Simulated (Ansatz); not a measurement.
Consider the ligand exchange at a B–C bond: `BC(=N)F` + `OCF` → `BOCF` + `N=CF`.

Isolated molecules relaxed with PBE0-D4/def2-TZVP in Ansatz; ΔE leaves out vibrations. CCSD(T)/CBS is the MP2 limit (def2-TZVPP, def2-QZVPP) plus CCSD(T) − MP2 in def2-TZVPP, frozen cores. This one scheme is used for every species. DFT in def2-TZVPP. One conformer a species, not always the lowest.

| species | BLYP-D4 energy (Eh) |
| --- | --- |
| `BC(=N)F` | -219.36169 |
| `OCF` | -215.03225 |
| `BOCF` | -240.50470 |
| `N=CF` | -193.93872 |

Work out ΔE.

ΔE = (-240.50470) + (-193.93872) − (-219.36169) − (-215.03225) = -0.04948 Eh = -31.0 kcal/mol. CCSD(T)/CBS gives -31.5 kcal/mol.

Largest T1 diagnostic among the species: 0.014.

Leaving LDA and LC-ωPBE aside and taking each functional with its dispersion term where it has one, the values, not all of them listed here, spread over 3.4 kcal/mol, from CAM-B3LYP-D4 to revPBE-D4. LDA lies −1.7 kcal/mol from PBE without D4. From BLYP to BHLYP (50 % exact exchange), in def2-TZVPP and without D4, ΔE moves by −1.6 kcal/mol.
